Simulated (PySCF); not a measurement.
Geometries of 2 isomers of C2H6Cl3NSi, from PySCF 2.14.0, PBE0-D3(BJ)/def2-SVP geometry optimisation, gas phase. One conformer each, no zero-point energy, no frequencies.

Question: Which isomer lies lower at this level?
A.
```xyz
13
angstrom
Si     0.081   -0.033   -1.575
N      0.057    0.109    0.120
C      1.018   -0.577    0.956
C     -1.089    0.627    0.833
H      1.383    0.099    1.750
H      1.888   -0.899    0.368
H      0.580   -1.468    1.444
H     -1.755    1.179    0.155
H     -1.676   -0.178    1.315
H     -0.762    1.327    1.622
Cl     2.019   -0.070   -2.238
Cl    -0.886    1.564   -2.419
Cl    -0.825   -1.730   -2.310
```
B.
```xyz
13
angstrom
Si     0.310    1.478    1.166
Cl     0.216    1.651    3.202
Cl     2.286    1.531    0.594
Cl    -0.567    3.098    0.269
N     -0.496    0.056    0.731
C     -0.705   -0.398   -0.633
C      0.310   -1.429   -1.097
H     -0.640   -0.641    1.454
H     -1.730   -0.795   -0.730
H     -0.672    0.486   -1.291
H      1.330   -1.018   -1.048
H      0.110   -1.741   -2.133
H      0.278   -2.329   -0.462
```

Answer: B. That is SiCl3(NHEt) (`CCN[Si](Cl)(Cl)Cl`), 7.6 kcal/mol below the other.

```
             SMILES  atoms numbered as above       E (Eh)  relative (kcal/mol)  relative (kJ/mol)  dipole (D)
  CCN[Si](Cl)(Cl)Cl                        –  -1803.51892                  0.0                0.0        2.68
CN(C)[Si](Cl)(Cl)Cl                        –  -1803.50685                  7.6               31.7        2.58
```
